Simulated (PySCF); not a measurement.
## Worked example: entropy of an ideal gas

GaCl3, SMILES [Cl][Ga]([Cl])[Cl].

Geometry optimised at PBE-D3(BJ)/def2-SVP. The isomer is the one that the SMILES or the coordinates give; other isomers of the formula were not compared.

PySCF 2.14.0 with PBE-D3(BJ)/def2-SVP gives the harmonic wavenumbers 120, 120, 131, 359, 456, 456 cm⁻¹ and the rotational temperatures 0.0998, 0.0998, 0.0499 K. The molar mass is 176.07 g/mol, the symmetry number 6, the spin multiplicity 1.

Q: Work out the entropy at 298.15 K and 1 atm in the rigid-rotor, harmonic-oscillator model.

A: 
Translation (Sackur–Tetrode at 1 atm): S = R[1.5 ln M + 2.5 ln T − 1.16487] = 173.2 J/(mol K).
Rotation: q = (√π/σ) T^1.5/√(θA θB θC) = 68200, S = R[ln q + 3/2] = 105.0 J/(mol K).
Vibration: with u = 1.4388 ν/T, each mode gives R[u/(e^u − 1) − ln(1 − e^−u)]:
```csv
ν (cm⁻¹),modes,u,S (J/(mol K))
120,2,0.58,25.94
131,1,0.63,12.26
359,1,1.73,4.71
456,2,2.20,6.51
```
These are all the modes. Sum 49.4 J/(mol K).
Spin: R ln 1 = 0.0 J/(mol K).
Total 327.7 J/(mol K); the program's own thermochemistry gives 327.7. Translation makes up 53 % and vibration 15 %. Anharmonicity, hindered rotation and orbital degeneracy are left out.
